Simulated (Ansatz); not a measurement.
Consider the formal exchange of groups at the Si–H bond: `CC(C)[SiH]` + `OC(F)(Cl)Cl` → `CC(C)[Si]F` + `OC(Cl)Cl`.

Calculated with Ansatz (gas phase, PBE0-D4/def2-TZVP geometries, no zero-point term in ΔE). CCSD(T)/CBS adds triple-zeta CCSD(T) − MP2 to the extrapolated MP2 energy (def2 sets, frozen cores). Functionals use def2-TZVPP. HSE06 is defined as in plane-wave codes. One conformer a species, not always the lowest.

`CC(C)[SiH]`:

Z-matrix (Å, degrees):
```
C
C 1 1.532
Si 1 2.312 2 54.8
H 1 1.146 2 112.9 3 5.0
H 1 1.089 2 112.0 3 -112.0
H 1 1.090 2 114.0 3 120.6
C 2 1.513 1 114.4 3 123.2
H 2 1.091 1 110.2 3 -110.6
H 3 1.529 1 85.5 2 -99.6
H 7 1.093 2 111.1 1 -173.7
H 7 1.093 2 110.7 1 -54.4
H 7 1.096 2 112.0 1 66.3
```

`OC(F)(Cl)Cl`:

Cartesian coordinates in Å:
```
O -0.833 0.746 0.274
C 0.185 -0.126 0.193
F 0.640 -0.314 1.423
Cl 1.527 0.494 -0.817
Cl -0.330 -1.707 -0.467
H -1.189 0.907 -0.606
```

`CC(C)[Si]F`:

```xyz
12

C    -0.006   -0.382    1.283
C     0.569   -0.130   -0.105
C    -0.097    1.072   -0.789
Si    0.374   -1.570   -1.331
F    -1.196   -1.899   -1.087
H     0.495   -1.211    1.792
H    -1.070   -0.623    1.227
H     0.101    0.503    1.921
H     1.646    0.071   -0.028
H     0.085    1.991   -0.223
H     0.279    1.244   -1.805
H    -1.179    0.934   -0.855
```

`OC(Cl)Cl`:

Z-matrix (Å, degrees):
```
C
Cl 1 1.789
Cl 1 1.789 2 108.7
O 1 1.350 2 112.4 3 -125.1
H 1 1.085 2 107.1 3 115.5
H 4 0.965 1 109.5 2 61.5
```

CCSD(T)/CBS gives -58.5 kcal/mol.

Question: Another level gave -57.9 kcal/mol. Which?
A. CAM-B3LYP/def2-TZVPP
B. HSE06-D4/def2-TZVPP
C. BHLYP/def2-TZVPP
D. LDA (SPW92)/def2-TZVPP

Answer: A. CAM-B3LYP -57.9, HSE06-D4 -52.5, LDA (SPW92) -47.1, BHLYP -59.4 kcal/mol.

Largest T1 diagnostic among the species: 0.012.

At CCSD(T), def2-SVP lies +7.8 kcal/mol from the extrapolated value and def2-TZVPP +1.6 kcal/mol. In def2-TZVPP, CCSD(T) changes the Hartree–Fock value by +4.8 kcal/mol (the triples alone add +1.3 kcal/mol) and MP2 by +3.8 kcal/mol. Leaving LDA and LC-ωPBE aside and taking each functional with its dispersion term where it has one, the values, not all of them listed here, spread over 7.7 kcal/mol, from BHLYP-D4 to revPBE-D4. LDA lies +4.6 kcal/mol from PBE without D4.
